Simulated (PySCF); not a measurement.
SbF₄, SMILES [F][Sb+]([F])([F])[F], charge +1.

The structure is a stationary point at B3LYP-D3(BJ)/def2-SVP. The multiplicity is an assumed one; other spin states were not compared. The isomer is the one that the SMILES or the coordinates give; other isomers of the formula were not compared. The def2 effective core potentials stand for the cores of Sb; spin–orbit coupling is left out.

Calculation: IEF-PCM-ωB97X/def2-SVP run with PySCF.

The values are the electrostatic part of the solvation free energy, E(continuum) − E(gas) at the gas-phase geometry, in a cavity of scaled van der Waals radii (PySCF's table); cavitation and dispersion terms are not included. A continuum can't describe solvent molecules that bind to the metal. In vacuum the orbital gap is 12.12 eV.

| solvent | ε | ΔG(elec) (kcal/mol) | gap (eV) |
|---|---|---|---|
| water | 78.36 | -69.3 | 12.17 |
| N,N-dimethylformamide | 37.22 | -68.3 | 12.17 |
| ethylethanoate | 5.99 | -57.8 | 12.16 |
